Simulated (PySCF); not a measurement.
These 3 structures share the formula C7H5Cl3. Level of theory: PySCF 2.14.0, PBE0-D3(BJ)/def2-SVP geometry optimisation, gas phase. Energies are electronic, without zero-point or thermal terms, for one conformer each. No frequencies were run at this level. Point groups hold within 0.08 Å.

**Question.** Rank from lowest to highest electronic energy at this level (kcal/mol).
A. `C#C[C@H]1CC=C1C(Cl)(Cl)Cl`
B. `[CH2:1]=[C:2]1[CH:3]=[C:4]([CH:5]([Cl:6])[Cl:7])[CH:8]=[C:9]1[Cl:10]` with C3–C4–C5–Cl6 118°
C. `C=C1C=CC(C(Cl)(Cl)Cl)=C1`

**Answer.** B (0.0), C (6.9), A (56.2).

As drawn, the highest has a four-membered ring and a C≡C bond, which the lowest lacks.

```csv
SMILES,E (Eh),E rel (kcal/mol),dipole (D),point group,"A, B, C (MHz)"
C=C1C=C(C(Cl)Cl)C=C1Cl,-1648.92026,0.0,2.83,Cs,"1466, 428.3, 412.7"
C=C1C=CC(C(Cl)(Cl)Cl)=C1,-1648.90933,6.9,2.85,Cs,"1358, 576.6, 529.7"
C#C[C@H]1CC=C1C(Cl)(Cl)Cl,-1648.83065,56.2,2.09,C1,"1151, 687.2, 593.0"
```

**Question.** How do the relative energies change in single points at wB97X-D/def2-SVPD (no added dispersion term) on the same geometries?

**Answer.** 
| SMILES | PBE0-D3(BJ)/def2-SVP (kcal/mol) | wB97X-D/def2-SVPD (kcal/mol) | shift |
| --- | --- | --- | --- |
| C=C1C=C(C(Cl)Cl)C=C1Cl | 0.0 | 0.0 | 0.0 |
| C=C1C=CC(C(Cl)(Cl)Cl)=C1 | 6.9 | 8.2 | +1.3 |
| C#C[C@H]1CC=C1C(Cl)(Cl)Cl | 56.2 | 54.9 | -1.3 |

Each column counts from its own lowest isomer. The order is unchanged; the largest shift is 1.3 kcal/mol.
